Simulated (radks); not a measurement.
The numbers below are computed, except where a source is named.
All-electron atom: Kr2+ in [Ar] 3d10 4s2 4p4 (the NIST ground configuration). Code: a radial shooting solver on a logarithmic mesh with Libxc functionals. Model: scalar-relativistic Kohn-Sham, PBE, spin-polarised, spherical densities, point nucleus; open shells are filled with parallel spins first; hard spherical wall at 10 bohr. Some entries of the table are withheld. Estimate them.

orbital  occ.  eigenvalue (eV)  <r^2> (bohr^2)
1s up       1        -14184.58        0.002318
1s down     1        -14184.41        0.002318
2s up       1        -1890.110         0.03971
2s down     1        -1890.016         0.03971
2p up       3        -1674.172         0.03137
2p down     3        -1674.011         0.03137
3s up       1        -289.4471          0.3231
3s down     1        -289.2320          0.3229
3p up       3        -220.6743          0.3418
3p down     3        -220.4319          0.3413
3d up       5        -106.8754          0.3800
3d down     5        -106.5781          0.3773
4s up       1         -46.9614           2.554
4s down     1         -44.8937           2.562
4p up       3         -31.8484           3.427
4p down     1         -29.8002           3.509
5s up       0              (1)           15.47
4d up       0              (2)           8.315
5s down     0              (3)           16.13
4d down     0              (4)           9.386
5p up       0          -9.3472           21.14

Answer. 
(1) 5s up eigenvalue (eV): -12.8267
(2) 4d up eigenvalue (eV): -12.7156
(3) 5s down eigenvalue (eV): -12.1886
(4) 4d down eigenvalue (eV): -11.3592
